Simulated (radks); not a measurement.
The numbers below are computed, except where a source is named.
Question: The samarium ion Sm2+ is in [Xe] 4f(5/2: 6, 7/2: 0). Level of theory: Dirac Kohn-Sham, PBE, spin-unpolarised, spherical densities, finite nucleus; Fermi nuclear charge, rms radius of each element as measured or else 0.836 A^(1/3) + 0.57 fm (a radial shooting solver on a logarithmic mesh with Libxc functionals). Sub-shells are occupied by j as written (lower j first in brackets). One electron is removed from 5s1/2, 5p1/2, 5p3/2, 4f5/2 in turn, with full relaxation. Which removal costs least, and what does each cost?

Answer: 4f5/2 23.923 eV; 5p3/2 41.440 eV; 5p1/2 45.220 eV; 5s1/2 63.211 eV. The 4f5/2 electron leaves first.
